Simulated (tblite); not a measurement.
Compound: C7H12BF.
Structure used (GFN2-xTB), in Å, numbered top down from 1:
```xyz
21
C7H12BF angstrom
C      1.723   -0.156    1.509
C      1.485    0.469    0.169
C      2.450    1.165   -0.413
F      2.295    1.754   -1.623
C      0.153    0.239   -0.480
B     -0.252   -1.238   -0.878
C     -1.802   -1.350   -0.639
C     -2.266    0.084   -0.334
C     -1.061    0.755    0.324
H      2.768   -0.073    1.798
H      1.443   -1.207    1.480
H      1.119    0.332    2.272
H      3.437    1.340   -0.012
H      0.155    0.784   -1.435
H      0.464   -2.076   -1.261
H     -1.962   -1.976    0.245
H     -2.389   -1.811   -1.433
H     -3.151    0.117    0.302
H     -2.502    0.595   -1.269
H     -0.985    0.426    1.361
H     -1.132    1.843    0.315
```

Computed with GFN2-xTB (tblite): harmonic, unscaled wavenumbers at the GFN2-xTB geometry, gas phase. Errors from tens to a few hundred cm⁻¹ against measured bands are possible. Modes of hydrogen on boron can be 10 to 20 % off. One conformer, not necessarily the lowest.

Harmonic wavenumbers (cm⁻¹): 26.6, 83.4, 128.0, 176.7, 192.8, 219.1, 265.7, 286.1, 426.6, 489.6, 508.8, 522.5, 577.4, 620.8, 761.3, 779.1, 810.3, 844.6, 882.5, 924.6, 953.9, 974.2, 1004.9, 1021.1, 1034.2, 1069.0, 1083.9, 1101.9, 1111.9, 1164.2, 1183.1, 1219.8, 1227.6, 1263.8, 1268.8, 1297.9, 1317.2, 1322.6, 1400.1, 1449.4, 1475.9, 1484.9, 1493.4, 1503.4, 1728.0, 2678.4, 2887.3, 2935.5, 2971.0, 2986.2, 2989.3, 2997.2, 2998.9, 3009.7, 3025.4, 3046.6, 3081.5.

A = 2711, B = 997.0, C = 901.3 MHz; mass 126.102 u (most abundant isotopes); point group C1, symmetry number 1.

Task: What is the zero-point energy?

Result: Half the sum of the wavenumbers: 38144 cm⁻¹ = 109.06 kcal/mol.

Task: What is S at 400 K and 1 bar for an ideal gas of classical rigid rotors and harmonic oscillators?

Result: Translation 41.90, rotation 30.14, vibration 39.16: S = 111.2 cal/(mol K).

Task: And Cp and H(400 K) − H(0)?

Result: Cp = 50.42 cal/(mol K), of which vibrations give 42.47 (their classical limit is 57 R = 113.3); H(400 K) − H(0) = 11.36 kcal/mol without the zero-point energy, 8.18 from vibrations.

Task: How do the functions run with temperature in this model?

Result: 
| T (K) | S (cal/(mol K)) | Cp (cal/(mol K)) | H − H(0) (kcal/mol) | G − H(0) (kcal/mol) | ln q(vib) |
| --- | --- | --- | --- | --- | --- |
| 100 | 69.6 | 18.1 | 1.27 | -5.69 | 1.91 |
| 200 | 85.1 | 27.7 | 3.56 | -13.45 | 4.37 |
| 300 | 98.4 | 39.0 | 6.88 | -22.63 | 6.87 |
| 500 | 123.6 | 60.4 | 16.92 | -44.86 | 12.00 |
| 800 | 156.9 | 81.2 | 38.44 | -87.07 | 19.75 |
| 1000 | 176.0 | 90.1 | 55.63 | -120.40 | 24.67 |

q(vib) and H(0) count from the zero-point level.

Task: What must be added to the electronic energy to get the Gibbs energy at 400 K and 1 bar?

Result: ZPE + [H(400 K) − H(0)] − T·S = 109.06 + 11.36 − 44.48 = 75.94 kcal/mol.

Task: Which modes carry the vibrational entropy at 400 K?

Result: 26.6 cm⁻¹: 6.65; 83.4 cm⁻¹: 4.39; 128.0 cm⁻¹: 3.55; 176.7 cm⁻¹: 2.92; 192.8 cm⁻¹: 2.75; 219.1 cm⁻¹: 2.51 cal/(mol K); the other 51 give 16.39 together.

Hindered rotation and anharmonicity are outside this model. Other conformers, if any are populated, would add a mixing term that is left out. The structure is chiral; the term R ln 2 for an equal mix with its mirror image is left out.
